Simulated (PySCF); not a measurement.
Se(SeH)(OSiH3) (H4OSe2Si), SMILES [SiH3]O[Se][SeH]. Geometry: PBE-D3(BJ)/def2-SVP. The structure was generated by enumeration, and PubChem lists no compound with its InChIKey, so it may never have been made. The values are those of a single conformer.

Computed equilibrium geometry at PBE-D3(BJ)/def2-SVP (PySCF confirms it by a frequency run) as Cartesian coordinates in Å (one conformer of several):
```xyz
8

Se    -0.4199     0.3309     0.8681
Se     1.1356     1.0830    -0.6833
H      2.3554     0.9332     0.1695
O     -0.4240    -1.5110     0.6738
Si    -1.3264    -2.1352    -0.6315
H     -2.7785    -1.7551    -0.5239
H     -1.1683    -3.6242    -0.5311
H     -0.7841    -1.6460    -1.9471
```
